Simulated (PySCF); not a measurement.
Si²⁺: excitation energy

Si²⁺ [Ne] 3s2 (1S) → Si²⁺ [Ne] 3d2 (3F), as a difference of total energies. All numbers are calculated (PySCF 2.14, the non-relativistic Hamiltonian (point nucleus), in aug-cc-pwCVDZ (6s5p3d, 36 functions)). Correlated levels: valence: [Ne] frozen. The calculations carry no spin-orbit coupling.

```
           method  excitation energy (eV)
              UHF                  36.170
    MP2 (valence)                  36.951
SCS-MP2 (valence)                  37.120
   CCSD (valence)                  37.338
```

**Question.** How much does correlation contribute at MP2 (valence)?

**Answer.** 36.951 − (36.170) = 0.781 eV, measured against UHF.

The upper state lies above the first ionisation limit, where it may autoionise and the basis confines it.

The promoted electron is Rydberg-like, and one or two diffuse shells describe it only roughly, which tends to raise the upper state.

With two correlated electrons CCSD is exact in that space.
